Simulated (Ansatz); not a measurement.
`NC(O)BF` and `N[CH](O)[GeH2][F]` differ in one atom or group.

Ansatz, PBE0-D4/def2-TZVP geometries, multiplicity 1. Each molecule was computed in one conformer, which needn't be the lowest.

Scalar relativity is left out up to krypton.

| property | `NC(O)BF` |
| --- | --- |
| size of the dipole moment (PBE/def2-TZVPP) / D | 1.94 |
| LUMO energy (PBE0/def2-TZVPP) / eV | -0.61 |
| HOMO–LUMO gap (B3LYP/def2-TZVPP) / eV | 6.20 |
| size of the dipole moment (ωB97M-V/def2-TZVPP) / D | 1.74 |
| LUMO energy (ωB97M-V/def2-TZVPP) / eV | 1.29 |
| HOMO–LUMO gap (PBE/def2-TZVPP) / eV | 4.27 |

(1) Give the same properties after the change, and the shifts. (Estimate.)

## Answers

(1) Ansatz gave: 
```json
{"property": "size of the dipole moment (PBE/def2-TZVPP) / D", "`N[CH](O)[GeH2][F]`": "1.54", "shift": "-0.40"}
{"property": "LUMO energy (PBE0/def2-TZVPP) / eV", "`N[CH](O)[GeH2][F]`": "0.21", "shift": "0.82"}
{"property": "HOMO–LUMO gap (B3LYP/def2-TZVPP) / eV", "`N[CH](O)[GeH2][F]`": "6.85", "shift": "0.65"}
{"property": "size of the dipole moment (ωB97M-V/def2-TZVPP) / D", "`N[CH](O)[GeH2][F]`": "1.38", "shift": "-0.36"}
{"property": "LUMO energy (ωB97M-V/def2-TZVPP) / eV", "`N[CH](O)[GeH2][F]`": "2.02", "shift": "0.73"}
{"property": "HOMO–LUMO gap (PBE/def2-TZVPP) / eV", "`N[CH](O)[GeH2][F]`": "5.09", "shift": "0.82"}
```

With PBE0 the HOMO rises by 0.17 eV and the LUMO rises by 0.82 eV, so the gap widens by about 0.65 eV. PBE moves the HOMO by 0.11 eV and ωB97M-V by 0.25 eV. Dipoles are sizes alone; their direction can turn.

B3LYP here is the variant with VWN-RPA as its local correlation; programs differ in this.
